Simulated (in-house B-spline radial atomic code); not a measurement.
The numbers below are computed, except where a source is named.
## Correlation energy from the adiabatic connection: −V exp(−r²/w²), V = 4.5, w = 5.18

Two electrons in a singlet, external potential −V exp(−r²/w²), V = 4.5, w = 5.18 (atomic units). Full CI in B-splines (partial waves to l = 8, correlation up to 0.6 % small) with the density held fixed gives W(λ) = <V_ee>_λ − U, and E_c is the integral of W(λ) − W(0) from 0 to 1.

```
   λ  W(λ) − W(0) (hartree)
   0                0.00000
0.02               -0.00198
0.05               -0.00489
0.12               -0.01137
0.25               -0.02242
 0.4               -0.03374
 0.6               -0.04683
 0.8               -0.05804
   1               -0.06771
```

Integrate the table by the trapezoid rule.

The strips give -0.00002, -0.00010, -0.00057, -0.00220, -0.00421, -0.00806, -0.01049, -0.01257, which sum to -0.03822 hartree. The direct value, W(1) − W(0) + T_c with T_c = 0.02937, is -0.03834; the curve is convex, so chords lie above it and the trapezoids fall short in size by 0.31 %.

Now use only three numbers: W(0) = -0.5307, the initial slope W'(0) = -0.0999 (extrapolated from the first points) and the strong-coupling limit of the point-charge-plus-continuum model, W∞ = -0.72678. What do second-order theory and the interpolation W(λ) = W∞ + (W(0) − W∞)/√(1 + 2χλ) of Seidl, Perdew and Levy give?

Second order keeps the slope alone: E_c = W'(0)/2 = -0.04995, +30 % in size against -0.03834. Matching the slope fixes χ = W'(0)/(W∞ − W(0)) = -0.0999/(-0.19608) = 0.50949. Integrating, with s = √(1 + 2χ) = 1.420905, E_c = −(W(0) − W∞)(s − 1)/(s + 1) = −0.19608 × 0.420905/2.420905 = -0.03409 hartree, -11.1 % in size against the full result. At λ = 1 the formula gives W − W(0) = -0.05808 against -0.06771. Part of the miss can come from the model's W∞.
